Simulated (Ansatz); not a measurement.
Mulliken charges of `C[S][Mg][F]` from PBE/def2-TZVPP in Ansatz (PBE0-D4/def2-TZVP geometry).

```
atom   x (Å)   y (Å)   z (Å)  charge (e)
  C1  -0.518   1.063  -0.201      -0.273
  S2   0.437   0.356   1.188      -0.383
 Mg3   0.928  -1.751   0.484       0.816
  F4   1.307  -3.373  -0.059      -0.525
  H5  -1.442   0.514  -0.382       0.122
  H6  -0.780   2.081   0.087       0.121
  H7   0.068   1.110  -1.118       0.122
```

**Question.** By hand: the dipole of these point charges (1 e Å = 4.8032 D).

**Answer.** Σ q r = (-0.217, 0.365, -0.147) e Å, of length 0.449 e Å = 2.16 D.

**Question.** How does the dipole of the full density compare? (Best estimate.)

**Answer.** Ansatz gave: (-0.181, 0.287, -0.137) e Å, 1.76 D; the point charges give 1.23 times that, at 3° from its direction.

Point charges leave out the atoms' own dipoles, such as those of lone pairs, and Mulliken's split depends on the basis, so the two needn't agree.
